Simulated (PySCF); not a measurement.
Excitation energy of In by level of theory

In [Kr] 4d10 5s2 5p1 (2P) → In [Kr] 4d10 5s1 5p2 (4P), as a difference of total energies. Computed with PySCF 2.14 in aug-cc-pwCVTZ-DK3 (10s9p7d4f1g, 109 functions), with scalar relativity by spin-free X2C-1e. Correlated levels: valence: [Kr] 4d10 frozen. The calculations carry no spin-orbit coupling.

```
           method  excitation energy (cm⁻¹)
              UHF                     23270
    MP2 (valence)                     28466
SCS-MP2 (valence)                     30456
   CCSD (valence)                     30102
CCSD(T) (valence)                     30259
```

Errors of the correlated levels include the incompleteness of this basis and the frozen core.

For comparison: 35088 cm⁻¹ (measured; NIST levels, between the centres of gravity of the two terms).
